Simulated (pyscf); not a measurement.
PySCF, gas phase, ωB97X-D3(BJ)/def2-SVP geometries.

How much does it cost (ΔH, 298 K, ωB97M-D3(BJ)/def2-TZVP) to split F–W(F)(F)(F)(F)–TeH at its Te–W bond into [F–W(F)(F)(F)–F]• + TeH•?

Te–W to [F–W(F)(F)(F)–F]• + TeH•: 26.2 kcal/mol. The 7 functionals that were run give +21.5 (M06-2X) to +44.9 kcal/mol (PBE). The radicals are drawn with the spin at the cut bond; how far it spreads was not checked. Left out: the spin-orbit lowering of TeH, which is large for Br, Se, Te and I. Open-shell species with a d-block atom are single-reference here; other states, and whether the spin sits on metal or ligand, were not checked. Elements past Kr carry the def2 core potentials, without spin-orbit coupling.
